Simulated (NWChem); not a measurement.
System: SiN2H4Cl2; SMILES Cl[Si](Cl)(N)N

Here is an NWChem input.

```
start job
memory heap 200 mb stack 900 mb global 1100 mb
geometry units angstroms noautosym nocenter noautoz
  N      0.276619    -1.357973    -1.354515
  Si     0.000000     0.000000    -0.360513
  N     -0.276619     1.357973    -1.354515
  Cl     1.660266     0.079074     0.896022
  Cl    -1.660266    -0.079074     0.896022
  H     -0.413020    -1.603742    -2.055406
  H      0.758086    -2.170305    -0.989371
  H      0.413020     1.603742    -2.055406
  H     -0.758086     2.170305    -0.989371
end
basis spherical
  * library def2-svp
end
dft
  xc b3lyp
  iterations 150
end
cosmo
  do_cosmo_smd true
  solvent cychexon
end
task dft energy
```

Parts of the log:

```
             Northwest Computational Chemistry Package (NWChem) 7.3.0
             --------------------------------------------------------

                             Geometry "geometry" -> ""
                             -------------------------

 Output coordinates in angstroms (scale by  1.889725989 to convert to a.u.)

  No.       Tag          Charge          X              Y              Z
 ---- ---------------- ---------- -------------- -------------- --------------
    1 N                    7.0000     0.27661900    -1.35797300    -1.35451500
    2 Si                  14.0000     0.00000000     0.00000000    -0.36051300
    3 N                    7.0000    -0.27661900     1.35797300    -1.35451500
    4 Cl                  17.0000     1.66026600     0.07907400     0.89602200
    5 Cl                  17.0000    -1.66026600    -0.07907400     0.89602200
    6 H                    1.0000    -0.41302000    -1.60374200    -2.05540600
    7 H                    1.0000     0.75808600    -2.17030500    -0.98937100
    8 H                    1.0000     0.41302000     1.60374200    -2.05540600
    9 H                    1.0000    -0.75808600     2.17030500    -0.98937100

 Effective nuclear repulsion energy (a.u.)     370.9010149202

                                 NWChem DFT Module
                                 -----------------

 Summary of "ao basis" -> "ao basis" (spherical)
 ------------------------------------------------------------------------------
       Tag                 Description            Shells   Functions and Types
 ---------------- ------------------------------  ------  ---------------------
 N                          def2-svp                 6       14   3s2p1d
 Si                         def2-svp                 8       18   4s3p1d
 Cl                         def2-svp                 8       18   4s3p1d
 H                          def2-svp                 3        5   2s1p

 in cosmo_initialize ...
 calling solv_data for solv:cychexon

 solvent parameters
 solvname_short: cychexon
 solvname_long:  cyclohexanone
 dielec:       15.6190
 dielecinf:     2.1045
 nonaqueous SMD model solvent descriptors
 dielec:       15.6190
 sola:          0.0000
 solb:          0.5600
 solc:          0.0000
 solg:         49.7600
 solh:          0.0000
 soln:          1.4507

          ---------------
          -cosmo- solvent
          ---------------
 Cosmo: York-Karplus, doi: 10.1021/jp992097l
 dielectric constant -eps-     =  15.62
 screen = (eps-1)/(eps    )    =   0.93598
 surface charge correction     = lagrangian

   van der Waals surface
 --------------------------

 ---------- ATOMIC COORDINATES (A.U.) ------------ VDWR(ANG.) --
     1    0.52273411   -2.56619687   -2.55966220     1.890
     2    0.00000000    0.00000000   -0.68127079     2.470
     3   -0.52273411    2.56619687   -2.55966220     1.890
     4    3.13744781    0.14942819    1.69323606     2.380
     5   -3.13744781   -0.14942819    1.69323606     2.380
     6   -0.78049463   -3.03063294   -3.88415414     1.200
     7    1.43257482   -4.10128176   -1.86964009     1.200
     8    0.78049463    3.03063294   -3.88415414     1.200
     9   -1.43257482    4.10128176   -1.86964009     1.200
 number of segments per atom =        128
 number of   points per atom =        128
 atom (   nspa,  nppa )
 ----------------------
    1 (     55,     0 )       0
    2 (     26,     0 )       0
    3 (     55,     0 )       0
    4 (     91,     0 )       0
    5 (     91,     0 )       0
    6 (     43,     0 )       0
    7 (     47,     0 )       0
    8 (     43,     0 )       0
    9 (     47,     0 )       0
 number of -cosmo- surface points =      498
 molecular surface =    159.717 angstrom**2
 molecular volume  =    151.562 angstrom**3
 -lineq- algorithm             =   0
 -bem- low  level              =   3
 -bem- from -octahedral-
 gaussian surface charge width =   4.50000
 degree of switching           =   1.00000
 switching function tolerance  =   0.00010
 atomic radii =
 --------------
    1  7.000  1.890
    2 14.000  2.470
    3  7.000  1.890
    4 17.000  2.380
    5 17.000  2.380
    6  1.000  1.200
    7  1.000  1.200
    8  1.000  1.200
    9  1.000  1.200
 ...... end of -cosmo- initialization ......

 nat:                     9
 ixmem:                  4523
 calling mnsol_interface()
 G(SMD-CDS) energy (kcal/mol)  =     0.564
 SMD-CDS SASA (angstrom**2)    =   159.026

            General Information
            -------------------
          SCF calculation type: DFT
          Wavefunction type:  closed shell.
          No. of atoms     :     9
          No. of electrons :    66
           Alpha electrons :    33
            Beta electrons :    33
          Charge           :     0
          Spin multiplicity:     1
          Use of symmetry is: off; symmetry adaption is: off
          Maximum number of iterations: 150
          AO basis - number of functions:   102
                     number of shells:    48
          Convergence on energy requested:  1.00D-06
          Convergence on density requested:  1.00D-05
          Convergence on gradient requested:  5.00D-04

              XC Information
              --------------
                         B3LYP Method XC Potential
                     Hartree-Fock (Exact) Exchange  0.200
                        Slater Exchange Functional  0.800 local
                    Becke 1988 Exchange Functional  0.720 non-local
              Lee-Yang-Parr Correlation Functional  0.810
                  VWN I RPA Correlation Functional  0.190 local

             Grid Information
             ----------------
          Grid used for XC integration:  medium
          Radial quadrature: Mura-Knowles
          Angular quadrature: Lebedev.
          Tag              B.-S. Rad. Rad. Pts. Rad. Cut. Ang. Pts.
          ---              ---------- --------- --------- ---------
          N                   0.65       49          10.0       434
          Si                  1.10       88           8.0       590
          Cl                  1.00       88          11.0       590
          H                   0.35       45          12.0       434
          Grid pruning is: on
          Number of quadrature shells:   542
          Spatial weights used:  Erf1

      Superposition of Atomic Density Guess
      -------------------------------------

 Sum of atomic energies:       -1317.87106195

      Non-variational initial energy
      ------------------------------

 Total energy =   -1319.756250
 1-e energy   =   -2558.867352
 2-e energy   =     868.210087
 HOMO         =      -0.362641
 LUMO         =       0.059639

   convergence    iter        energy       DeltaE   RMS-Dens  Diis-err
 ---------------- ----- ----------------- --------- --------- ---------
     COSMO gas phase
 d= 0,ls=0.0,diis     1  -1321.4788482049 -1.69D+03  1.13D-02  7.14D-01
 d= 0,ls=0.0,diis     2  -1321.4821706405 -3.32D-03  6.40D-03  5.96D-01
 d= 0,ls=0.0,diis     3  -1321.5497562566 -6.76D-02  1.33D-03  4.22D-02
 d= 0,ls=0.0,diis     4  -1321.5544127877 -4.66D-03  4.11D-04  2.08D-03
 d= 0,ls=0.0,diis     5  -1321.5546745471 -2.62D-04  8.08D-05  1.02D-04
  Resetting Diis
 d= 0,ls=0.0,diis     6  -1321.5546870905 -1.25D-05  7.59D-06  1.03D-06
 d= 0,ls=0.0,diis     7  -1321.5546872050 -1.14D-07  2.30D-06  3.08D-08

   convergence    iter        energy       DeltaE   RMS-Dens  Diis-err
 ---------------- ----- ----------------- --------- --------- ---------
     COSMO solvation phase
 d= 0,ls=0.0,diis     1  -1321.5639433480 -9.26D-03  1.18D-03  2.93D-03
 d= 0,ls=0.0,diis     2  -1321.5648543295 -9.11D-04  2.96D-04  4.91D-04
 d= 0,ls=0.0,diis     3  -1321.5649117488 -5.74D-05  1.06D-04  8.51D-05
 d= 0,ls=0.0,diis     4  -1321.5649217108 -9.96D-06  3.31D-05  1.06D-05
 d= 0,ls=0.0,diis     5  -1321.5649231330 -1.42D-06  5.84D-06  4.29D-07
 d= 0,ls=0.0,diis     6  -1321.5649231831 -5.02D-08  1.70D-06  7.16D-08

         Total DFT energy =    -1321.564923183128
      One electron energy =    -2563.182789001822
           Coulomb energy =      963.634138497248
    Exchange-Corr. energy =      -92.948584703710
 Nuclear repulsion energy =      370.901014920195

             COSMO energy =        0.031297104961

 Numeric. integr. density =       65.999996514599

                                COSMO-SMD solvation results
                                ---------------------------

             internal energy in gas <Psi(g)|H|Psi(g)> =     -1321.554687205042
         internal energy in solvent <Psi(s)|H|Psi(s)> =     -1321.553581003214
                               delta internal energy  =         0.001106201828 (    0.69 kcal/mol)
   total free energy in solvent <Psi(s)|H+V/2|Psi(s)> =     -1321.565822444564
 polarization energy contribution <Psi(s)|V/2|Psi(s)> =        -0.012241441350 (   -7.68 kcal/mol)
    total free energy in solvent including G(SMD-CDS) =     -1321.564923183128
                       G(SMD-CDS) energy contribution =         0.000899261435 (    0.56 kcal/mol)
     1 M fixed-concentration free energy of solvation =        -0.010235978086 (   -6.42 kcal/mol)

                       DFT Final Molecular Orbital Analysis
                       ------------------------------------

 Vector   31  Occ=2.000000D+00  E=-3.084499D-01
              MO Center=  4.3D-08, -1.2D-09,  7.4D-01, r^2= 4.1D+00
   Bfn.  Coefficient  Atom+Function         Bfn.  Coefficient  Atom+Function
  ----- ------------  ---------------      ----- ------------  ---------------
    57      0.361489  4 Cl px                75      0.361489  5 Cl px
    54      0.265364  4 Cl px                72      0.265364  5 Cl px
    59     -0.255685  4 Cl pz                77      0.255685  5 Cl pz
    56     -0.196918  4 Cl pz                74      0.196918  5 Cl pz
    51      0.154091  4 Cl px                69      0.154091  5 Cl px

 Vector   32  Occ=2.000000D+00  E=-2.690807D-01
              MO Center= -2.9D-08,  2.3D-07, -1.2D+00, r^2= 3.2D+00
   Bfn.  Coefficient  Atom+Function         Bfn.  Coefficient  Atom+Function
  ----- ------------  ---------------      ----- ------------  ---------------
     4      0.295152  1 N  px                36     -0.295152  3 N  px
     7     -0.250265  1 N  px                39      0.250265  3 N  px
     6     -0.233427  1 N  pz                38     -0.233427  3 N  pz
     9      0.194385  1 N  pz                41      0.194385  3 N  pz
    58     -0.111285  4 Cl py                76      0.111285  5 Cl py

 Vector   33  Occ=2.000000D+00  E=-2.680892D-01
              MO Center=  2.7D-08, -2.3D-07, -9.0D-01, r^2= 3.8D+00
   Bfn.  Coefficient  Atom+Function         Bfn.  Coefficient  Atom+Function
  ----- ------------  ---------------      ----- ------------  ---------------
     4      0.247568  1 N  px                36      0.247568  3 N  px
     6     -0.220901  1 N  pz                38      0.220901  3 N  pz
    59     -0.198593  4 Cl pz                77      0.198593  5 Cl pz
     7     -0.195804  1 N  px                39     -0.195804  3 N  px
     9      0.185844  1 N  pz                41     -0.185844  3 N  pz

 Vector   34  Occ=0.000000D+00  E= 4.117592D-02
              MO Center=  3.3D-09,  3.6D-10, -3.2D-01, r^2= 5.4D+00
   Bfn.  Coefficient  Atom+Function         Bfn.  Coefficient  Atom+Function
  ----- ------------  ---------------      ----- ------------  ---------------
    18      0.766419  2 Si s                  3     -0.644528  1 N  s
    35     -0.644528  3 N  s                 17      0.580340  2 Si s
    84      0.424324  6 H  s                 94      0.424324  8 H  s
    57      0.388124  4 Cl px                75     -0.388124  5 Cl px
    27      0.313842  2 Si pz                16      0.302667  2 Si s

 Vector   35  Occ=0.000000D+00  E= 6.911232D-02
              MO Center= -4.3D-10, -2.8D-08, -7.4D-01, r^2= 5.9D+00
   Bfn.  Coefficient  Atom+Function         Bfn.  Coefficient  Atom+Function
  ----- ------------  ---------------      ----- ------------  ---------------
     3      0.854992  1 N  s                 35      0.854992  3 N  s
    27      0.720747  2 Si pz                17      0.616977  2 Si s
    89     -0.551529  7 H  s                 99     -0.551529  9 H  s
    18     -0.372372  2 Si s                 24      0.330415  2 Si pz
    84     -0.311373  6 H  s                 94     -0.311373  8 H  s

 Vector   36  Occ=0.000000D+00  E= 8.007177D-02
              MO Center= -9.4D-09,  3.2D-08, -9.2D-01, r^2= 6.7D+00
   Bfn.  Coefficient  Atom+Function         Bfn.  Coefficient  Atom+Function
  ----- ------------  ---------------      ----- ------------  ---------------
     3      1.010611  1 N  s                 35     -1.010611  3 N  s
    26      0.736427  2 Si py                84     -0.589260  6 H  s
    94      0.589260  8 H  s                 89     -0.462614  7 H  s
    99      0.462614  9 H  s                 58     -0.208906  4 Cl py
    76     -0.208906  5 Cl py                23      0.198718  2 Si py

     Multipole analysis of the density
     ---------------------------------

     L   x y z        total         alpha         beta         nuclear
     -   - - -        -----         -----         ----         -------
     0   0 0 0     -0.000000    -33.000000    -33.000000     66.000000

     1   1 0 0     -0.000000     -0.000000     -0.000000      0.000000
     1   0 1 0     -0.000000     -0.000000     -0.000000      0.000000
     1   0 0 1     -1.185037     -0.937206     -0.937206      0.689376

     2   2 0 0    -40.257520   -192.043798   -192.043798    343.830076
     2   1 1 0     -0.508363      4.675896      4.675896     -9.860154
     2   1 0 1     -0.000000     -0.000000     -0.000000      0.000000
     2   0 2 0    -30.261433    -87.613119    -87.613119    144.964804
     2   0 1 1     -0.000000     -0.000000     -0.000000     -0.000000
     2   0 0 2    -36.117344   -134.492704   -134.492704    232.868065
```

Level: B3LYP/def2-SVP, SMD on the gas-phase geometry. Coordinates come from a B3LYP/6-31G* (spherical d) optimisation. B3LYP is NWChem's, with the RPA form of VWN correlation. Solvent: cyclohexanone.
